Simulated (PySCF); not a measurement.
# SiF₄, singlet: computed properties

These are results of PBE0 in PySCF with Si def2-TZVP, F def2-TZVP; no relativity; density-fitted integrals, not measurements.

The structure is a saddle point with 1 imaginary mode.

Z-matrix (Å, degrees; charge 0 multiplicity 1):
```
Si
F  1 1.5986
F  1 1.5986 2 90.00
F  1 1.5986 3 90.00 2 180.00
F  1 1.5986 2 90.00 3 180.00
```

| Property | Result |
| --- | --- |
| Point group | D4h |
| Bond lengths | Si–F 1.599 Å (×4) |
| Bond angles | F–Si–F 90.0° (×4), F–Si–F 180.0° (×2) |
| Atomisation energy without zero-point energy | 2053 kJ/mol |
| Highest occupied level | -11.21 eV |
| Lowest empty level | -2.30 eV |
| Principal quadrupole moments (Buckingham, traceless) about the centre of mass | -4.80, -4.80, 9.60 D Å |
| Zero-point energy (real modes) | 31.9 kJ/mol |
| Principal polarisabilities | 17.6, 22.9, 22.9 bohr³ |
| Rotational constants | 0.1736, 0.1736, 0.0868 cm⁻¹ |
| Dipole moment | 0.00 D |

Harmonic modes (masses in u: Si 27.977, F 18.998):
```
symmetry  ω (cm⁻¹)  IR (km/mol, summed over degenerate members)  μ (u)     type
     b2u      225i                                            –  19.00     bend
     a2u       463                                          117  24.82     bend
      eu       465                                         84.6  19.98     bend
     b2g       491                                          0.0  19.00     bend
     b1g       643                                          0.0  19.00  stretch
     a1g       764                                          0.0  19.00  stretch
      eu      1021                                          626  23.32  stretch
```

In D4h the vibrations span b2u + a2u + 2eu + b2g + b1g + a1g. The a1g, b1g, b2g, b2u modes carry no infrared intensity, as symmetry demands. With a centre of inversion only u modes can be infrared active and only g modes Raman active.

Charges (e):
```tsv
atom	Mulliken	Löwdin	polar tensor	Mayer order to Si1
Si1	0.95	-0.17	2.33	–
F2,3,4,5	-0.24	0.04	-0.58	1.20
```

Mulliken populations on Si1: s 4.73, p 7.32, d 0.72, f 0.27.

Outer orbital energies (eV). occupied: -14.43, -13.40, -13.15, -13.15, -12.34, -12.28, -12.28, -11.21; empty: -2.30, -1.36, 3.16, 3.16.

This need not be the most stable arrangement of these atoms. At this level a singlet minimum of Td symmetry lies 264 kJ/mol below this structure.

The final relaxation and frequency run took 20 s on 4 threads of a shared Arm Neoverse V2 host, with 161 basis functions and 7 gradients; the process peaked at 1.8 GiB. Launch command: `OMP_NUM_THREADS=4 python axn.py task.json out`.
